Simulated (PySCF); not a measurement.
C2H9InSi, SMILES [In]([CH3])([SiH3])[CH3], B3LYP/def2-SVP optimised geometry.

```
13

In    -0.17     0.36     0.00
C     -1.27     2.26     0.00
H     -0.58     3.12     0.00
H     -1.91     2.32     0.89
H     -1.92     2.32    -0.89
C      2.03     0.36     0.00
H      2.41    -0.22    -0.86
H      2.40    -0.13     0.92
H      2.43     1.38    -0.05
Si    -1.51    -1.90     0.01
H     -0.64    -3.12    -0.03
H     -2.43    -1.99    -1.17
H     -2.37    -2.01     1.23
```

Density from B3LYP/def2-TZVP, def2 effective core potentials past Kr run with PySCF at that geometry. The core electrons that the potentials of In replace are not part of the density.

Minimum of the electron density along straight lines between bonded atoms, close to the bond critical point (lines longer than 1.1 times the sum of covalent radii, or with two minima, are not listed):

```tsv
bond	length / Å	ρ at the minimum / e bohr⁻³	∇²ρ there / e bohr⁻⁵	position (fraction from the first atom)
In1–C2	2.198	0.091	0.14	0.51
C2–H3	1.100	0.269	-0.89	0.64
C2–H4	1.102	0.267	-0.87	0.64
C2–H5	1.102	0.267	-0.87	0.64
In1–C6	2.197	0.092	0.14	0.51
C6–H7	1.102	0.267	-0.87	0.64
C6–H8	1.102	0.267	-0.87	0.64
C6–H9	1.100	0.269	-0.89	0.64
In1–Si10	2.626	0.065	?	0.50
Si10–H11	1.497	0.117	0.15	0.49
Si10–H12	1.499	0.116	0.15	0.49
Si10–H13	1.499	0.116	0.15	0.49
```

### Question
What belongs in the gaps?

### Answer

- In1–Si10, ∇²ρ there / e bohr⁻⁵: -0.01
